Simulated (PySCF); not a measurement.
Geometry (Å), atoms numbered from 1 in this order:
```xyz
18

B    -2.257    0.310   -1.377
N    -1.711    0.154   -0.064
B    -2.563    0.200    1.083
C    -0.305   -0.053    0.101
C     0.167   -1.141    0.838
C     1.537   -1.338    0.999
C     2.447   -0.452    0.424
C     1.977    0.633   -0.313
C     0.609    0.834   -0.474
H    -3.441    0.498   -1.488
H    -1.525    0.246   -2.334
H    -2.082    0.086    2.184
H    -3.745    0.360    0.917
H    -0.546   -1.840    1.279
H     1.894   -2.195    1.574
H     3.521   -0.609    0.550
H     2.681    1.336   -0.764
H     0.239    1.691   -1.041
```

- shieldings: GIAO PBE0/pcSseg-1
- geometry: PBE0-D3(BJ)/def2-SVP
- program: PySCF
- single conformer, no solvent, one averaged value for each set of equivalent atoms, non-relativistic

Shifts are taken against calculated references (same method and geometry level): TMS for 13C (σ = 184.41 ppm), 1H (σ = 31.27 ppm); 11B (σ = 100.73 ppm) vs BF3·OEt2; NH3 for 15N (σ = 265.67 ppm).

```csv
atoms,nucleus,count,Hirshfeld charge,δ (ppm)
B1/B3,11B,2,0.15,?
C6/C8,13C,2,-0.05,134.2
H14/H18,1H,2,0.05,7.24
C7,13C,1,-0.05,131.2
H15/H17,1H,2,0.05,7.47
N2,15N,1,-0.13,238.1
H16,1H,1,0.05,?
C5/C9,13C,2,-0.05,130.3
C4,13C,1,0.06,158.2
H10/H11/H12/H13,1H,4,-0.06,?
```

Q: Complete the table.

A: 
- H16: 7.36 ppm, hydrogen on an aromatic CH; aromatic region
- H10/H11/H12/H13: 5.86 ppm, hydrogen on a boron bonded to N
- B1/B3: 56.8 ppm, boron bonded to N, 2 H

Hydrogens on boron are broadened and split by 11B (spin 3/2, 80 %) and 10B (spin 3). Shifts are as computed. Against solution values, carbons near 30 ppm lie about +2 ppm off and those near 130 ppm about +5 ppm. Of 1211 compounds with measured shifts, 218 miss one by over three times the rms of a fit or turn the order of signals round; such compounds aren't used in these exercises. Experimental scales use liquid or dissolved standards, which lie at an offset from isolated NH3 (liquid NH3: subtract about 20 ppm). Unscaled 15N shifts of sp2 nitrogen come out 20 to 40 ppm too high even then.
